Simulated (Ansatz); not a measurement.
An input meant for the cluster Si₂Mo₂ (charge 0, singlet).

```yaml
crystal:
  periodic: [false, false, false]
  atoms:
    - {symbol: Mo, position_ang: [0.174625, 0.711279, 1.165146]}
    - {symbol: Mo, position_ang: [-1.266059, -0.493266, 0.218554]}
    - {symbol: D, position_ang: [1.038638, -1.130592, -0.142085]}
    - {symbol: Si, position_ang: [0.052795, 0.912579, -1.241614]}
basis:
  gaussian: {orbitals: def2-mTZVPP}
hamiltonian: {xc: {name: wPBEh}}
output: {forces: true}
```

```sh
$ ansatz run in.yaml --threads 2 --pin off --events-out ev --progress --plain --max-ram 4352MiB
```

It prints (some lines left out):

```
Error: YAML parse error: error: line 6 column 16: `D` is not an element symbol (H … Og, case-exact)
 --> <input>:6:16
4 |     - {symbol: Mo, position_ang: [0.174625, 0.711279, 1.165146]}
5 |     - {symbol: Mo, position_ang: [-1.266059, -0.493266, 0.218554]}
6 |     - {symbol: D, position_ang: [1.038638, -1.130592, -0.142085]}
7 |     - {symbol: Si, position_ang: [0.052795, 0.912579, -1.241614]}
8 | basis:
```

(1) What is wrong with this run?

Answers

(1) An element symbol is wrong. The program refused the input.
